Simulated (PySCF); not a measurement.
A structure optimised at PBE-D3(BJ)/def2-SVP, used in a PySCF frequency run:

```xyz
6

Nb     0.0175     0.0206     0.0000
O     -0.0823     1.7279     0.0000
F      0.9196    -0.5142     1.5616
F      0.9196    -0.5142    -1.5616
O     -1.7511    -0.6538     0.0000
H     -2.6039    -0.1824     0.0000
```
Charge 0, spin multiplicity 1.

Write its SMILES, formula and point group.

[O]=[Nb]([OH])([F])[F], F₂HNbO₂, Cs

What are its rotational constants (standard atomic weights)?

3.3084, 3.2128, 2.7956 GHz
